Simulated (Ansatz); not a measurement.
Born–Oppenheimer molecular dynamics of CH$_{6}$ClFSi (10 atoms, charge 0, multiplicity 1). It starts at the highest image of a converged band. Of that band: Neighbouring images differ by up to 1.6 eV, so the band resolves the path poorly. A vibrational analysis at the climbing image gives one clearly imaginary mode, 740i cm⁻¹: a first-order saddle point.

The calculation used Ansatz, RKS PBE/def2-SVP.

| Property | Result |
| --- | --- |
| ensemble | NVE (velocity Verlet) |
| time step | 0.5 fs |
| steps asked | 200 |
| starting velocities drawn for | 100 K |
| seed | 11545 |

First frame:

```xyz
10
Properties=species:S:1:pos:R:3
Si -0.501 -0.891 -0.157
C 0.473 1.016 0.038
H 0.292 -2.000 -0.762
H -1.742 -1.079 0.649
Cl -1.421 -0.175 -1.960
H 0.646 0.049 0.891
F 0.530 -1.081 1.442
H 1.174 1.484 0.776
H -0.435 1.644 0.024
H 0.985 1.034 -0.941
```

(1) How far do the bonds stretch over the last three quarters of this one trajectory? (Pairs bonded in most of those frames.)

Results:

(1) 
```json
{"bond": "Si1–C2", "mean (Å)": "1.885", "spread (Å)": "0.068", "shortest": "1.79", "longest": "1.99"}
{"bond": "Si1–H3", "mean (Å)": "1.500", "spread (Å)": "0.005", "shortest": "1.49", "longest": "1.51"}
{"bond": "Si1–H4", "mean (Å)": "1.499", "spread (Å)": "0.018", "shortest": "1.47", "longest": "1.53"}
{"bond": "Si1–Cl5", "mean (Å)": "2.107", "spread (Å)": "0.051", "shortest": "2.03", "longest": "2.18"}
{"bond": "C2–H8", "mean (Å)": "1.113", "spread (Å)": "0.017", "shortest": "1.08", "longest": "1.15"}
{"bond": "C2–H9", "mean (Å)": "1.109", "spread (Å)": "0.006", "shortest": "1.10", "longest": "1.12"}
{"bond": "C2–H10", "mean (Å)": "1.109", "spread (Å)": "0.007", "shortest": "1.09", "longest": "1.12"}
{"bond": "H6–F7", "mean (Å)": "0.938", "spread (Å)": "0.020", "shortest": "0.91", "longest": "0.98"}
```

Mean temperature of the second half: 988 K. The conserved energy stayed within 0.061 meV per atom of its start (net change 0.022 meV per atom), so the integration is sound. The kinetic energy rose, since the run started high on the potential surface and went downhill. It ends in pieces (CH5ClSi + FH), so much of that is their flight and rotation, not heat. A run of 0.1 ps of so small a system gives no equilibrium averages. The orbitals stay closed-shell, which can raise the energy where a bond breaks towards radicals; this wasn't checked here.

Run time: 3.6 min on 2 threads of AMD EPYC 7B13 (Zen 3) (shared host), peak memory 0.14 GiB.
